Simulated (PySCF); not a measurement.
**XPS shifts beside NMR shieldings**

C6H5NS.
SMILES with atom numbers: `[cH:1]1[cH:2][c:3]2[s:4][cH:5][cH:6][c:7]2[nH:8]1`

Binding energies: delta-SCF UKS SCAN, pcX-2 on the ionised atom, pcseg-1 elsewhere, spin-free X2C (PySCF). Shieldings: GIAO PBE/pcSseg-2, non-relativistic, same geometry.

```
atom  isotropic shielding (ppm)
  C1                       55.0
  C2                       72.2
  C3                       44.3
  C5                       48.5
  C6                       66.0
  C7                       35.5
```

**Question.** What are the C 1s binding energies of these atoms?

**Answer.** 
| atom | environment | C 1s (eV) | isotropic shielding (ppm) |
| --- | --- | --- | --- |
| C2 | aromatic CH carbon | 289.96 | 72.2 |
| C5 | aromatic CH next to a ring sulfur | 290.21 | 48.5 |
| C6 | aromatic CH carbon | 290.24 | 66.0 |
| C3 | ring-fusion aromatic carbon | 290.24 | 44.3 |
| C1 | aromatic CH next to a ring nitrogen | 290.69 | 55.0 |
| C7 | ring-fusion aromatic carbon | 290.82 | 35.5 |

**Question.** Among the listed atoms, is the one with the highest binding energy also the least shielded?

**Answer.** Yes: C7 has both (290.82 eV, 35.5 ppm).

Over these 6 sites the two quantities correlate at r = -0.67. By binding energy: C2 < C5 ≈ C6 ≈ C3 < C1 < C7. By shielding: C7 < C3 < C5 < C1 < C6 < C2.

Geometry: PBE0-D3(BJ)/def2-SVP; no solvent, vibrations or thermal averaging.
